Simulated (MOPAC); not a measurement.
Input file for MOPAC: PM3 on NaBe, 2S+1 = 2, a spin state set in the input, which need not be the lowest, a point of a bond scan (R = 3.177 Å).

```
PM3 1SCF PRECISE CHARGE=0 UHF MS=0.5 THREADS=1
BeNa

Be     0.00000000 1     0.00000000 1     0.00000000 1
Na     0.00000000 1     0.00000000 1     3.17665200 1
```

Output:

```
*******************************************************************************
 **                                                                           **
 **                              MOPAC v23.2.5                                **
 **                                                                           **
 *******************************************************************************
 ** MOPAC's Digital Object Identifier: https://doi.org/10.5281/zenodo.6511958 **
 **                                                                           **
 ** Please cite the open-source release paper for use of this MOPAC version:  **
 ** J. E. Moussa and J. J. P. Stewart (2026)                                  **
 ** MOPAC: An open-source semiempirical molecular orbital program             **
 ** J. Open Source Softw., 11(119), 8025, https://doi.org/10.21105/joss.08025 **
 *******************************************************************************

                              PM3 CALCULATION RESULTS

 *******************************************************************************
 *  PM3        - The PM3 Hamiltonian to be used
 *  UHF        - UNRESTRICTED HARTREE-FOCK CALCULATION
 *
 *
 *
 *                 CHARGE ON SYSTEM = 0
 *
 *
 *
 *  MS=        - IN MECI, MAGNETIC COMPONENT OF SPIN =  0.5
 *  PRECISE    - TIGHTER CRITERIA TO BE USED
 *  1SCF       - DO 1 SCF AND THEN STOP
 *  THREADS=1  - MULTI-THREADING NOT USED
 *  T=         - A TIME OF 172800.0 SECONDS REQUESTED
 *  DUMP=N     - RESTART FILE WRITTEN EVERY 7200.0 SECONDS REQUESTED
 *******************************************************************************
PM3 1SCF PRECISE CHARGE=0 UHF MS=0.5 THREADS=1
 BeNa

   ATOM   CHEMICAL          X               Y               Z
  NUMBER   SYMBOL      (ANGSTROMS)     (ANGSTROMS)     (ANGSTROMS)

     1      Be          0.00000000  *   0.00000000  *   0.00000000  *
     2      Na          0.00000000  *   0.00000000  *   3.17665200  *



          CARTESIAN COORDINATES

    NO.       ATOM           X           Y           Z

     1        Be          0.0000      0.0000      0.0000
     2        Na          0.0000      0.0000      3.1767

 Be: (PM3): J. J. P. STEWART, J. COMP. CHEM. 10, 209 (1989).
 Na: (PM3): J. J. P. STEWART, J. MOL. MOD., 10, 155-164 (2004)

           Empirical Formula: Be Na  =     2 atoms



      MOLECULAR POINT GROUP   :   C*v


          UHF CALCULATION, NO. OF ALPHA ELECTRONS =    2
                           NO. OF BETA  ELECTRONS =    1

 -------------------------------------------------------------------------------
 PM3 1SCF PRECISE CHARGE=0 UHF MS=0.5 THREADS=1
 BeNa



     1SCF WAS SPECIFIED, SO BFGS WAS NOT USED
     SCF FIELD WAS ACHIEVED


                              PM3 CALCULATION
                                                       MOPAC v23.2.5 Linux




          FINAL HEAT OF FORMATION =        114.59486 KCAL/MOL =     479.46489 KJ/MOL


          COSMO AREA              =        121.98 SQUARE ANGSTROMS
          COSMO VOLUME            =        115.35 CUBIC ANGSTROMS

          IONIZATION POTENTIAL    =          3.986950 EV
          ALPHA SOMO LUMO (EV)    =         -3.987 -2.565
          BETA  SOMO LUMO (EV)    =         -9.839 -2.472
          NO. OF ALPHA ELECTRONS  =          2
          NO. OF BETA  ELECTRONS  =          1
          MOLECULAR WEIGHT        =         32.0020         POINT GROUP:  C*v

          MOLECULAR DIMENSIONS (Angstroms)

            Atom       Atom       Distance
           Na     2   Be     1     3.17665
           Na     2   Be     1     0.00000
           Be     1   Na     2     0.00000


          SCF CALCULATIONS        =          1





   ATOM   CHEMICAL          X               Y               Z
  NUMBER   SYMBOL      (ANGSTROMS)     (ANGSTROMS)     (ANGSTROMS)

     1      Be          0.00000000  *   0.00000000  *   0.00000000  *
     2      Na          0.00000000  *   0.00000000  *   3.17665200  *

                             CARTESIAN COORDINATES

   1   Be        0.000000000     0.000000000     0.000000000
   2   Na        0.000000000     0.000000000     3.176652000


           Empirical Formula: Be Na  =     2 atoms



      MOLECULAR POINT GROUP   :   C*v


          ALPHA EIGENVALUES
  -9.93333  -3.98695  -2.56509  -1.30180   0.37030   1.36808   1.54562   6.03490


           BETA EIGENVALUES
  -9.83854  -2.47187  -2.28652  -1.25909   0.67082   1.13126   1.32679   6.37038


              NET ATOMIC CHARGES AND DIPOLE CONTRIBUTIONS

  ATOM NO.   TYPE          CHARGE      No. of ELECS.   s-Pop       p-Pop
    1         Be           0.223749        1.7763     1.61015     0.16610
    2         Na          -0.223749        1.2237     0.00207     1.22168
 DIPOLE           X         Y         Z       TOTAL
 POINT-CHG.     0.000     0.000    -3.414     3.414
 HYBRID         0.000    -0.000    -0.414     0.414
 SUM            0.000    -0.000    -3.828     3.828


          ATOMIC ORBITAL ELECTRON POPULATIONS

     Atom    s        px        py        pz
    1 Be   1.61015   0.16082   0.00000   0.00528
    2 Na   0.00207   0.83918   0.00000   0.38251


                    (SZ)    =    0.500000
                    (S**2)  =    0.750027


          ATOMIC ORBITAL SPIN POPULATIONS

    Atom   Total    s     px     py     pz
         Atomic
    1 Be  0.1573 -0.003  0.161  0.000 -0.000
    2 Na  0.8427  0.000  0.839  0.000  0.003

 **********************
 *                    *
 * JOB ENDED NORMALLY *
 *                    *
 **********************




 == MOPAC DONE ==
```

The run finished.

Cost: about 0.010 core-seconds (a rough figure).
